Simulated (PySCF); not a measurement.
## Electron correlation in Cl (chlorine, neutral)

[Ne] 3s2 3p5, 2P determinant. All numbers are calculated (PySCF 2.14, no relativity, point nucleus, in aug-cc-pV(5+d)Z (8s7p6d4f3g2h, 136 functions)). Frozen: [Ne]; 7 electrons correlated.

MP2 pair energies summed by pair of shells (mhartree):

```csv
pair,energy,share (%)
3p-3p,-111.21,60.5
3s-3p,-61.79,33.6
3s-3s,-10.68,5.8
```

Total MP2 correlation energy: -183.68 mhartree.

Same-spin part -39.09 and opposite-spin part -144.59 mhartree; SCS-MP2 scales them by 1/3 and 6/5 to -186.54 mhartree.
